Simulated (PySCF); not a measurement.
**Question.** Give a PBE0-D3(BJ)/def2-SVP geometry of InChI=1S/CH7FO2Si2/c1-6(3)4-5-2/h3,6H,5H2,1H3/t6-/m0/s1.

**Answer.** 
Z-matrix in Å and degrees, rows numbered from 1:
```
C 
Si  1  1.8582
O   2  1.6605  1  113.47
O   2  1.6806  1  107.29  3   119.38
Si  4  1.6399  2  131.17  1  -110.51
F   5  1.6362  4  106.82  2    33.07
H   1  1.1008  2  111.15  3    62.61
H   1  1.1012  2  110.41  3  -177.16
H   1  1.1014  2  110.69  3   -57.77
H   2  1.4829  1  113.01  3  -120.83
H   3  0.9642  2  115.99  1    64.11
H   5  1.4821  4  109.84  2   149.85
H   5  1.4840  4  112.28  2   -83.69
```

The 3 O–Si bonds span 1.640 Å (O4–Si5, drawn single) to 1.681 Å (Si2–O4, drawn single), a spread of 0.041 Å. O3 (silanol oxygen) is bent (angle 116.0°). Of the pairs four or more bonds apart, those above aside, Si5···H11 is among the closest relative to their van der Waals radii: 3.11 Å, 94 % of the sum of Bondi's values. Si5 (fluorine-bound silicon) is tetrahedral (angles from 106.8° to 112.9°).

Theory: PySCF 2.14.0, PBE0-D3(BJ)/def2-SVP geometry optimisation, gas phase.

Point group: C1 (no symmetry element, even within 0.4 Å). Whether it is a minimum is left open (no frequencies). One conformer, not necessarily the lowest (C1–Si2–O3–H 64°, C1–Si2–O4–Si5 -111°, Si2–O4–Si5–F6 33°).

Run on an Arm Neoverse V1 with one thread, no GPU, on a shared host. This is the geometry optimisation.
